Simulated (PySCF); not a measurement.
# Co: excitation energy

Co [Ar] 3d7 4s2 (4F) → Co [Ar] 3d8 4s1 (4F), as a difference of total energies. Calculation: PySCF 2.14, in def2-QZVPPD (11s6p5d4f2g, 100 functions); no relativity, point nucleus. Correlated levels: valence: [Ar] frozen; valence and next inner shell: [Ne] frozen. The calculations carry no spin-orbit coupling.

Task: Order these methods by the excitation energy they give, lowest first.
A. UHF
B. LDA
C. r2SCANh
D. PBE0

Result: B (-0.707 eV), C (-0.183 eV), D (-0.103 eV), A (1.634 eV).

These non-relativistic numbers lack the scalar-relativistic shift.

Errors of the correlated levels include the incompleteness of this basis and the frozen core.

For comparison: 0.417 eV (measured; NIST levels, between the centres of gravity of the two terms).
